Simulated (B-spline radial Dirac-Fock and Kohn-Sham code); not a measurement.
These are calculated numbers from a radial atomic solver; the model is the Dirac equation of a negative muon with reduced mass in the field of a spherical finite nucleus, with the Uehling potential to all orders; nuclear polarisation, deformation, hyperfine structure, self-energy, higher-order vacuum polarisation, relativistic recoil and electron screening are left out. The nuclear charge is a Fermi distribution (skin thickness 2.3 fm).

Task: A muonic atom of atomic mass 41.96 u emits these computed lines: 2p3/2 → 1s1/2 783.3 keV, 3d5/2 → 2p3/2 156.9 keV, 4f7/2 → 3d5/2 54.74 keV, 5g9/2 → 4f7/2 25.30 keV. Which element is it, and what rms charge radius was used?

Result: Calcium (Z = 20, nuclide ⁴²Ca); the high transitions hardly feel the nucleus and fix Z. The 2p → 1s line lies 64.02 keV below the value for a point nucleus without QED, which for this nuclear model gives a radius near 3.51 fm (3.5081 fm was used).
